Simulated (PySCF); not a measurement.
## How methods differ on the ionisation energy of Sn

Sn [Kr] 4d10 5s2 5p2 (3P) → Sn⁺ [Kr] 4d10 5s2 5p1 (2P), as a difference of total energies. Calculation: PySCF 2.14, in def2-QZVPPD with the def2 core potential (28 electrons) (8s6p5d4f1g, 88 functions); a scalar-relativistic core potential. Correlated levels: valence: 4s2 4p6 4d10 frozen. The calculations carry no spin-orbit coupling.

Q: Order these methods by the ionisation energy they give, lowest first.
A. CCSD(T) (valence)
B. UHF
C. MP2 (valence)
D. CCSD (valence)

A: B (6.848 eV), C (7.177 eV), D (7.200 eV), A (7.230 eV).

Errors of the correlated levels include the incompleteness of this basis and the frozen core.

For comparison: 7.389 eV (measured; NIST levels, between the centres of gravity of the two terms).
